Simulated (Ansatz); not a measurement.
`[OH][Ge]([F])([F])[F]` and `[F][Ge]([F])([F])[SeH]` differ in one atom or group.

Ansatz, PBE0-D4/def2-TZVP geometries, multiplicity 1. Each molecule was computed in one conformer, which needn't be the lowest.

Scalar relativity is left out up to krypton.

| property | `[OH][Ge]([F])([F])[F]` |
| --- | --- |
| size of the dipole moment (PBE/def2-TZVPP) / D | 2.16 |
| size of the dipole moment (B3LYP/def2-TZVPP) / D | 2.23 |
| HOMO energy (PBE0/def2-TZVPP) / eV | -10.70 |
| zero-point energy (PBE0-D4/def2-TZVP) / kJ/mol | 55.0 |
| size of the dipole moment (ωB97M-V/def2-TZVPP) / D | 2.22 |
| HOMO energy (PBE/def2-TZVPP) / eV | -8.80 |

(1) What does the change do to each property? (Best estimate.)

Answers

(1) Ansatz gave: 
```json
{"property": "size of the dipole moment (PBE/def2-TZVPP) / D", "`[F][Ge]([F])([F])[SeH]`": "2.70", "shift": "0.54"}
{"property": "size of the dipole moment (B3LYP/def2-TZVPP) / D", "`[F][Ge]([F])([F])[SeH]`": "2.88", "shift": "0.65"}
{"property": "HOMO energy (PBE0/def2-TZVPP) / eV", "`[F][Ge]([F])([F])[SeH]`": "-8.37", "shift": "2.33"}
{"property": "zero-point energy (PBE0-D4/def2-TZVP) / kJ/mol", "`[F][Ge]([F])([F])[SeH]`": "40.5", "shift": "-14.5"}
{"property": "size of the dipole moment (ωB97M-V/def2-TZVPP) / D", "`[F][Ge]([F])([F])[SeH]`": "2.84", "shift": "0.62"}
{"property": "HOMO energy (PBE/def2-TZVPP) / eV", "`[F][Ge]([F])([F])[SeH]`": "-7.12", "shift": "1.68"}
```

With PBE0 the HOMO rises by 2.33 eV and the LUMO falls by 0.43 eV, so the gap narrows by about 2.76 eV. PBE moves the HOMO by 1.68 eV and ωB97M-V by 2.64 eV. Dipoles are sizes alone; their direction can turn.

B3LYP here is the variant with VWN-RPA as its local correlation; programs differ in this.

Spin–orbit coupling is left out; it splits and shifts lone-pair levels of the heavy atoms by tenths of an eV.
